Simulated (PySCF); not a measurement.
CH2I, SMILES [CH2]I (connectivity only; charge and spin as stated), charge +1, multiplicity 1.

The structure is a stationary point at PBE-D3(BJ)/def2-TZVP. The multiplicity is an assumed one; other spin states were not compared. The isomer is the one that the SMILES or the coordinates give; other isomers of the formula were not compared. The def2 effective core potentials stand for the cores of I; spin–orbit coupling is left out.

The numbers are results of TDDFT-PBE/def2-TZVPD run with PySCF, not measurements.

Vertical excitations. Gas-phase values at a fixed geometry. State labels are in the subgroup C2v.

**Question.** List the lowest excited states. (Estimate from the structure and the level; the computed values follow.)

**Answer.** 
```
state  symmetry  energy (eV)  λ (nm)      f                            main pairs
-----  --------  -----------  ------  -----  ------------------------------------
S1           A2         1.96     631  0.000                       HOMO→LUMO 100 %
S2           A1         5.10     243  0.122                      HOMO−1→LUMO 97 %
S3           B1         5.75     216  0.002                     HOMO−2→LUMO 100 %
S4           B2         5.87     211  0.001                      HOMO→LUMO+1 99 %
S5           A2         6.95     178  0.000                     HOMO−3→LUMO 100 %
S6           B1         7.45     166  0.005                    HOMO−1→LUMO+1 99 %
S7           B2         8.41     147  0.077                     HOMO→LUMO+2 100 %
S8           B2         9.36     132  0.016                      HOMO→LUMO+3 99 %
S9           A1         9.49     131  0.040                      HOMO→LUMO+4 96 %
S10          B1        10.01     124  0.042  HOMO−1→LUMO+2 84 %, HOMO→LUMO+5 15 %
T1           A2         1.55     798      0                       HOMO→LUMO 100 %
T2           A1         2.40     516      0                     HOMO−1→LUMO 100 %
T3           B1         4.92     252      0                      HOMO−2→LUMO 97 %
T4           B2         5.10     243      0                     HOMO→LUMO+1 100 %
```
Triplets are in the Tamm–Dancoff approximation, which puts them higher than full response would, so one can lie above its singlet here.
